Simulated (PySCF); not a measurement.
`O[C@H]1C[C@@]12CCOC2`, C₆H₁₀O₂

Molfile (atoms numbered from 1):
```
C6H10O2
     RDKit          3D

 18 19  0  0  0  0  0  0  0  0999 V2000
    2.0299    1.1608    0.6838 O   0  0  0  0  0  0  0  0  0  0  0  0
    1.5562    0.2267   -0.2312 C   0  0  1  0  0  0  0  0  0  0  0  0
    1.2853   -1.1873    0.2096 C   0  0  0  0  0  0  0  0  0  0  0  0
    0.1441   -0.2587   -0.0854 C   0  0  1  0  0  0  0  0  0  0  0  0
   -0.7580    0.2782    1.0128 C   0  0  0  0  0  0  0  0  0  0  0  0
   -1.9827    0.7262    0.2110 C   0  0  0  0  0  0  0  0  0  0  0  0
   -2.0743   -0.1801   -0.8700 O   0  0  0  0  0  0  0  0  0  0  0  0
   -0.7575   -0.4396   -1.3042 C   0  0  0  0  0  0  0  0  0  0  0  0
    2.9209    0.9171    0.9590 H   0  0  0  0  0  0  0  0  0  0  0  0
    1.9374    0.3701   -1.2418 H   0  0  0  0  0  0  0  0  0  0  0  0
    1.4940   -1.9899   -0.4812 H   0  0  0  0  0  0  0  0  0  0  0  0
    1.4751   -1.4275    1.2456 H   0  0  0  0  0  0  0  0  0  0  0  0
   -1.0275   -0.5166    1.7106 H   0  0  0  0  0  0  0  0  0  0  0  0
   -0.2884    1.0952    1.5561 H   0  0  0  0  0  0  0  0  0  0  0  0
   -2.9192    0.6733    0.7658 H   0  0  0  0  0  0  0  0  0  0  0  0
   -1.8380    1.7498   -0.1653 H   0  0  0  0  0  0  0  0  0  0  0  0
   -0.7338   -1.4557   -1.7055 H   0  0  0  0  0  0  0  0  0  0  0  0
   -0.4723    0.2643   -2.1015 H   0  0  0  0  0  0  0  0  0  0  0  0
  1  2  1  0
  2  3  1  0
  4  3  1  1
  4  5  1  0
  5  6  1  0
  6  7  1  0
  7  8  1  0
  4  2  1  0
  8  4  1  0
  1  9  1  0
  2 10  1  6
  3 11  1  0
  3 12  1  0
  5 13  1  0
  5 14  1  0
  6 15  1  0
  6 16  1  0
  8 17  1  0
  8 18  1  0
M  END
```

Theory: TDDFT CAM-B3LYP/def2-SVPD circular dichroism and optical rotation, one conformer, gas phase in PySCF 2.14.0. Geometry: GFN2-xTB.

The molecule is flexible and this is one conformer; a measurement averages over conformers.

Stereocentres: C2 S, C4 R.

Q: Give the optical rotatory dispersion at 633, 589.3, 546, 436, 405, 365, 355 nm.

A: [α] in deg dm⁻¹ (g/mL)⁻¹:
| λ (nm) | origin-invariant length gauge | modified velocity gauge | length gauge (centre of mass) | isotropic polarisability (au) |
| --- | --- | --- | --- | --- |
| 633 | +69.1 | +71.4 | +69.0 | 75.6 |
| 589.3 | +80.0 | +82.8 | +79.9 | 75.9 |
| 546 | +93.7 | +96.9 | +93.6 | 76.1 |
| 436 | +149.8 | +155.0 | +149.5 | 77.2 |
| 405 | +174.8 | +180.9 | +174.5 | 77.8 |
| 365 | +217.2 | +224.9 | +216.9 | 78.6 |
| 355 | +230.2 | +238.3 | +229.8 | 78.9 |

Q: And for the mirror image at 589.3 nm?

A: -80.0 deg dm⁻¹ (g/mL)⁻¹ (origin-invariant length gauge): the same size and the opposite sign.

Q: What is the molar rotation [Φ] = [α]·M/100 of the geometry above at 589.3 nm?

A: With M = 114.14 g/mol, +91.4 deg cm² dmol⁻¹ (origin-invariant length gauge).

The first excitation lies at 7.01 eV (177 nm) with R = -17.6 × 10⁻⁴⁰ esu² cm² (velocity form).
